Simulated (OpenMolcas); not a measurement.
An atom or ion with 38 electrons was computed by SS-CASPT2, IPEA 0.25 Eh, imaginary shift 0.1 Eh with spin-orbit coupling (OpenMolcas, ANO-RCC-VQZP, DKH2). The lowest levels that the run gave, each within 12 % of the measured value where one is at hand:

```tsv
J	Parity	E (cm-1)	g
2	even	0.0	0.672
3	even	1503	1.084
4	even	3200	1.249
2	even	9830	1.054
0	even	11750	
1	even	12370	1.501
2	even	13710	1.441
4	even	16530	1.001
0	even	37790
```

Question: Which ion is it, and what are the configurations and terms?

Answer: Mo4+ (Z = 42, charge +4; active space 2 electrons in 5 orbitals (4d)). J, parity and g give the terms where levels are pure, and mixed ones are named by the computed weights; the size of the splittings, set against known spectra of the 38-electron sequence, gives the charge. In order, with the measured energies in cm-1 (Sugar and Musgrove, J. Phys. Chem. Ref. Data 17, 155 (1988)): 4d2 3F2, 4d2 3F3 (1578), 4d2 3F4 (3357), 4d2 1D2 (10190), 4d2 3P0 (11161), 4d2 3P1 (11807), 4d2 3P2 (13408), 4d2 1G4 (16354), 4d2 1S0 (37738).

Term energies are means over components that CASPT2 splits; among the terms shown or strongly mixed into the levels shown the widest spread is 470 cm-1 (4d2 1G). Measured partners are found by configuration, term and J. A level has none where our copy of the source lacks it or the pairing is in doubt (some pairs that miss far off the trend of their configuration count as doubtful), and it then counts in no deviation. Levels of configurations outside the active space are missing.
